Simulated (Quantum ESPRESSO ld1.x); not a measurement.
Results of a calculation; reference values are marked as such.
Task: Neutral arsenic, configuration [Ar] 3d10 4s2 4p3. Code: ld1.x of Quantum ESPRESSO 7.5. Model: scalar-relativistic Kohn-Sham, PBE, spin-unpolarised, spherical densities, point nucleus. Some entries of the table are withheld. Estimate them.

orbital  occ.  eigenvalue (hartree)  <1/r> (bohr^-1)
1s          2              -430.685            33.47
2s          2              -54.6374              (1)
2p          6              -47.9084              (2)
3s          2                   (3)            2.385
3p          6              -4.91256              (4)
3d         10              -1.49370              (5)
4s          2              -0.53265           0.6796
4p          3              -0.19091              (6)

Result: 
(1) 2s <1/r> (bohr^-1): 7.368
(2) 2p <1/r> (bohr^-1): 7.220
(3) 3s eigenvalue (hartree): -6.99361
(4) 3p <1/r> (bohr^-1): 2.232
(5) 3d <1/r> (bohr^-1): 1.908
(6) 4p <1/r> (bohr^-1): 0.5147
